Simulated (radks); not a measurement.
All-electron atom: Hg LXVII in [Ne] 3s2 3p1.75 4s0.25 (fractional occupations, a model configuration). Method: Dirac Kohn-Sham, BLYP, spin-unpolarised, spherical densities, finite nucleus; open shells fill j = l - 1/2 first; Fermi nuclear charge, rms radius 5.4648 fm; computed with a radial shooting solver on a logarithmic mesh with Libxc functionals.

Radial electron density D(r) = 4 pi r^2 rho(r):

```
   r/bohr * D(r) (the largest magnitude, 129, reaches the edge; | marks zero)
0.0006267 | *
0.0007065 |  *
0.0007903 |  *
 0.000891 |   *
0.0009966 |    *
 0.001124 |     *
 0.001257 |      *
 0.001417 |       *
 0.001598 |        *
 0.001787 |          *
 0.002015 |            *
 0.002254 |              *
 0.002541 |                *
 0.002842 |                   *
 0.003205 |                      *
 0.003613 |                         *
 0.004042 |                            *
 0.004557 |                               *
 0.005097 |                                  *
 0.005747 |                                      *
 0.006428 |                                         *
 0.007247 |                                            *
 0.008171 |                                              *
  0.00914 |                                               *
  0.01031 |                                                *
  0.01153 |                                                *
    0.013 |                                               *
  0.01454 |                                              *
  0.01639 |                                            *
  0.01848 |                                          *
  0.02067 |                                         *
   0.0233 |                                        *
  0.02607 |                                        *
  0.02939 |                                          *
  0.03287 |                                             *
  0.03706 |                                                 *
  0.04179 |                                                    *
  0.04674 |                                                      *
   0.0527 |                                                      *
  0.05895 |                                                  *
  0.06646 |                                            *
  0.07434 |                                     *
  0.08382 |                             *
   0.0945 |                      *
   0.1057 |                  *
   0.1192 |               *
   0.1333 |              *
   0.1503 |             *
   0.1681 |            *
   0.1895 |         *
   0.2137 |      *
    0.239 |   *
   0.2695 | *
   0.3015 |*
   0.3399 |*
   0.3802 *
   0.4286 *
   0.4833 *
   0.5406 *
   0.6095 *
   0.6817 *
   0.7686 *
```

D(r) has 2 maxima, at r = 0.0109, 0.0486 bohr, and minima at 0.0235 bohr, inside which lie 2.13 electrons.
